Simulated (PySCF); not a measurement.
Isomers of C4H8GeO4. Computed with PBE0-D3(BJ)/def2-SVP geometry optimisation, gas phase (PySCF). One conformer each; no zero-point energy, no entropy. No frequencies were run at this level. Point groups hold within 0.08 Å.

Question: Rank from lowest to highest electronic energy at this level (kcal/mol).
A. Ge(OAc)2H2, `O=C(C)[O][GeH2][O]C(=O)C`
B. `[CH3:1][C:2](=[O:3])[O:4][C@H:5]1[CH2:6][O:7][GeH2:8][O:9]1` with C1–C2–O4–C5 180°, C2–O4–C5–C6 81°, O4–C5–C6–O7 79°, C5–C6–O7–Ge8 24°, C6–O7–Ge8–O9 -6°, O7–Ge8–O9–C5 -16°

Answer: A (0.0), B (30.1).

```csv
SMILES,E (Eh),E rel (kcal/mol),dipole (D),point group,"A, B, C (MHz)"
[H][Ge]([H])([O]C(C)=O)[O]C(C)=O,-2533.87464,0.0,2.49,–,"4131, 598.1, 529.9"
CC(=O)O[C@H]1C[O][GeH2][O]1,-2533.82669,30.1,2.13,C1,"2883, 634.2, 600.6"
```

How do the relative energies change in single points at CAM-B3LYP/def2-SVPD (no added dispersion term) on the same geometries?

| SMILES | PBE0-D3(BJ)/def2-SVP (kcal/mol) | CAM-B3LYP/def2-SVPD (kcal/mol) | shift |
| --- | --- | --- | --- |
| [H][Ge]([H])([O]C(C)=O)[O]C(C)=O | 0.0 | 0.0 | 0.0 |
| CC(=O)O[C@H]1C[O][GeH2][O]1 | 30.1 | 29.6 | -0.5 |

Each column counts from its own lowest isomer. The order is unchanged; the largest shift is 0.5 kcal/mol.
